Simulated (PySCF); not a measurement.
All values below come from B3LYP-D3(BJ)/def2-TZVP in PySCF. All species are isolated molecules in the gas phase. B3LYP has the VWN-RPA correlation part, as in Gaussian. Delta-SCF ions had no search for a lower state. 

Reference species (SMILES): `[GaH3]` (neutral, multiplicity 1).

```json
{
 "HOMO–LUMO gap": "6.29 eV",
 "HOMO": "-8.41 eV",
 "vertical ionisation energy (Delta-SCF)": "11.22 eV"
}
```

Changed species: `[Cl][GaH][Cl]` (2 of 3 H replaced by Cl; the reference has 0 of 3 H replaced by Cl).

Task: Predict the effect on the HOMO–LUMO gap, HOMO and vertical ionisation energy (Delta-SCF).

Result: the HOMO–LUMO gap rises by 0.53 eV, to 6.82 eV; the HOMO falls by 0.44 eV, to -8.85 eV; the vertical ionisation energy (Delta-SCF) goes up by 0.06 eV, to 11.28 eV.
